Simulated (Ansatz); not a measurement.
Start from `BN(B)[SiH2]C` and change one atom or group to get `BN(C)[SiH2]C`.

Ansatz, PBE0-D4/def2-TZVP geometries, multiplicity 1. Each molecule was computed in one conformer, which needn't be the lowest.

| property | `BN(B)[SiH2]C` |
| --- | --- |
| size of the dipole moment (B3LYP/def2-TZVPP) / D | 1.40 |
| HOMO energy (ωB97M-V/def2-TZVPP) / eV | -11.10 |
| LUMO energy (B3LYP/def2-TZVPP) / eV | -1.60 |
| size of the dipole moment (ωB97M-V/def2-TZVPP) / D | 1.40 |
| HOMO–LUMO gap (PBE0/def2-TZVPP) / eV | 7.45 |
| HOMO–LUMO gap (ωB97M-V/def2-TZVPP) / eV | 11.63 |

Question: What does the change do to each property? (Estimate.)

Answer: The calculation gave: 
```json
{"property": "size of the dipole moment (B3LYP/def2-TZVPP) / D", "`BN(C)[SiH2]C`": "1.94", "shift": "0.54"}
{"property": "HOMO energy (ωB97M-V/def2-TZVPP) / eV", "`BN(C)[SiH2]C`": "-10.12", "shift": "0.98"}
{"property": "LUMO energy (B3LYP/def2-TZVPP) / eV", "`BN(C)[SiH2]C`": "-0.27", "shift": "1.33"}
{"property": "size of the dipole moment (ωB97M-V/def2-TZVPP) / D", "`BN(C)[SiH2]C`": "1.93", "shift": "0.53"}
{"property": "HOMO–LUMO gap (PBE0/def2-TZVPP) / eV", "`BN(C)[SiH2]C`": "7.80", "shift": "0.35"}
{"property": "HOMO–LUMO gap (ωB97M-V/def2-TZVPP) / eV", "`BN(C)[SiH2]C`": "11.85", "shift": "0.22"}
```

With PBE0 the HOMO rises by 1.00 eV and the LUMO rises by 1.34 eV, so the gap widens by about 0.34 eV. PBE moves the HOMO by 0.90 eV and ωB97M-V by 0.98 eV. The zero-point energy changes by 43.5 kJ/mol with +3 modes. Dipoles are sizes alone; their direction can turn.

B3LYP here is the variant with VWN-RPA as its local correlation; programs differ in this.

Positive LUMOs are unbound, so they and the gaps depend on the basis.
